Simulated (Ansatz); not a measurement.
## CCSD(T) forces

ZnHF (SMILES [F][ZnH]), closed shell, at a frame of a short PBE0-D4/def2-SVP trajectory.

```
atom    x (Å)    y (Å)    z (Å)
  F1  -1.2636   0.7514  -0.6063
 Zn2   0.0546  -0.0369   0.0257
  H3   1.3960  -0.5666   0.6999
```

Program: Ansatz 0.2.0. Basis: def2-TZVPP. Cores are frozen in the correlated methods. The 3s and 3p shells of Cu and Zn are frozen; filled d shells are correlated.

CCSD(T) forces from the calculation:
```
atom      Fx      Fy  Fz (eV/Å)
  F1  -2.230   1.160     -1.089
 Zn2   3.268  -1.400      1.630
  H3  -1.038   0.239     -0.541
```

Task: Which atom feels the largest CCSD(T) force, and how large is it?

Result: Zn2, 3.91 eV/Å, along (0.84, -0.36, 0.42).

Root-mean-square difference of the force components from those of CCSD(T): PBE-D4 0.121; r2SCAN-D4 0.077; PBE0-D4 0.026; wB97M-V 0.078 eV/Å.

The T1 diagnostic stays at or below 0.018.

For scale, one of the runs: CCSD(T)/def2-TZVPP forces, 109 basis functions, launched by `ansatz run in.yaml --threads 2 --pin off --events-out ev --progress --plain --max-ram 3481MiB`. Time: 71 s of wall clock on 2 CPU threads of an AMD EPYC; the host was shared. Peak host memory: 0.61 GiB.
